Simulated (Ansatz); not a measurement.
`[OH][GeH]([F])[F]` and `[F][GeH]([F])[SeH]` differ in one atom or group.

Ansatz, PBE0-D4/def2-TZVP geometries, multiplicity 1. Each molecule was computed in one conformer, which needn't be the lowest.

Scalar relativity is left out up to krypton.

```tsv
property	`[OH][GeH]([F])[F]`
LUMO energy (B3LYP/def2-TZVPP) / eV	-0.56
HOMO energy (ωB97M-V/def2-TZVPP) / eV	-12.56
HOMO–LUMO gap (ωB97M-V/def2-TZVPP) / eV	14.25
HOMO energy (PBE0/def2-TZVPP) / eV	-10.06
size of the dipole moment (PBE/def2-TZVPP) / D	1.16
HOMO–LUMO gap (PBE0/def2-TZVPP) / eV	9.91
```

(1) Give the same properties after the change, and the shifts. (Best estimate.)

Answers

(1) The calculation gave: 
```json
{"property": "LUMO energy (B3LYP/def2-TZVPP) / eV", "`[F][GeH]([F])[SeH]`": "-1.27", "shift": "-0.71"}
{"property": "HOMO energy (ωB97M-V/def2-TZVPP) / eV", "`[F][GeH]([F])[SeH]`": "-10.05", "shift": "2.51"}
{"property": "HOMO–LUMO gap (ωB97M-V/def2-TZVPP) / eV", "`[F][GeH]([F])[SeH]`": "11.04", "shift": "-3.21"}
{"property": "HOMO energy (PBE0/def2-TZVPP) / eV", "`[F][GeH]([F])[SeH]`": "-7.87", "shift": "2.19"}
{"property": "size of the dipole moment (PBE/def2-TZVPP) / D", "`[F][GeH]([F])[SeH]`": "2.60", "shift": "1.44"}
{"property": "HOMO–LUMO gap (PBE0/def2-TZVPP) / eV", "`[F][GeH]([F])[SeH]`": "6.92", "shift": "-2.99"}
```

With PBE0 the HOMO rises by 2.19 eV and the LUMO falls by 0.80 eV, so the gap narrows by about 2.99 eV. PBE moves the HOMO by 1.56 eV and ωB97M-V by 2.51 eV. Dipoles are sizes alone; their direction can turn.

B3LYP here is the variant with VWN-RPA as its local correlation; programs differ in this.

Spin–orbit coupling is left out; it splits and shifts lone-pair levels of the heavy atoms by tenths of an eV.
